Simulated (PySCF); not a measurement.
Two-component Hartree-Fock for Ni²⁶⁺ (nickel, charge +26)

Start: 1s2. Calculated with PySCF 2.14 in an even-tempered Gaussian basis (17 s from 3.5 bohr⁻², ratio 2.6; 11 p from 4.5 bohr⁻², ratio 2.6; 6 d from 4.6 bohr⁻², ratio 2.8; 3 f from 210 bohr⁻², ratio 2.8): generalised Hartree-Fock with the X2C-1e Hamiltonian and a Gaussian nucleus; spin-orbit coupling (SO) screened by Boettger's factors.

```json
{"spinor shell": "1s1/2", "electrons": "2", "ε, screened SO (eV)": "-10297.7", "weight of nominal j (screened SO)": "1.000", "rms radius, screened SO (bohr)": "0.0617"}
```

```tsv
quantity	screened SO
E (hartree)	-774.54791
M_J	0
⟨J²⟩	0.000
⟨L²⟩	0.000
⟨S²⟩	0.000
```
